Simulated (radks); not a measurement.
Results of a calculation; reference values are marked as such.
Sn2+, 48 electrons, occupied as [Kr] 4d10 5s2.

Code: a radial shooting solver on a logarithmic mesh with Libxc functionals. Model: Dirac Kohn-Sham, LDA (Slater exchange, VWN5 correlation), spin-unpolarised, spherical densities, finite nucleus; Fermi nuclear charge, rms radius 4.6519 fm.

Energy parts (eV):
| part | energy |
|---|---|
| total | -167968.725 |
| kinetic | 176810.865 |
| electron-nucleus | -407032.664 |
| Hartree | 66589.738 |
| exchange-correlation | -4336.663 |

Orbitals (lengths in bohr, moments of r in powers of bohr; r(max) is where P^2 peaks):
| orbital | occ. | eigenvalue (eV) | r(max) | <r^2> |
|---|---|---|---|---|
| 1s1/2 | 2 | -28977.04 | 0.01879 | 0.001145 |
| 2s1/2 | 2 | -4389.185 | 0.1063 | 0.01855 |
| 2p1/2 | 2 | -4103.491 | 0.08180 | 0.01377 |
| 2p3/2 | 4 | -3873.183 | 0.08633 | 0.01508 |
| 3s1/2 | 2 | -860.7466 | 0.3081 | 0.1321 |
| 3p1/2 | 2 | -744.4707 | 0.2943 | 0.1268 |
| 3p3/2 | 4 | -702.4237 | 0.3046 | 0.1354 |
| 3d3/2 | 4 | -496.0409 | 0.2491 | 0.1162 |
| 3d5/2 | 6 | -487.3515 | 0.2520 | 0.1187 |
| 4s1/2 | 2 | -151.1513 | 0.7452 | 0.7585 |
| 4p1/2 | 2 | -112.3997 | 0.7708 | 0.8559 |
| 4p3/2 | 4 | -104.7420 | 0.7959 | 0.9168 |
| 4d3/2 | 4 | -44.0212 | 0.8807 | 1.395 |
| 4d5/2 | 6 | -42.9636 | 0.8905 | 1.433 |
| 5s1/2 | 2 | -26.5258 | 1.940 | 5.470 |

The highest occupied level is 5s1/2 at -26.526 eV. The electron density at the nucleus is 1.904e+05 e/bohr^3. The density falls to 0.001 e/bohr^3 at r = 3.67 bohr.
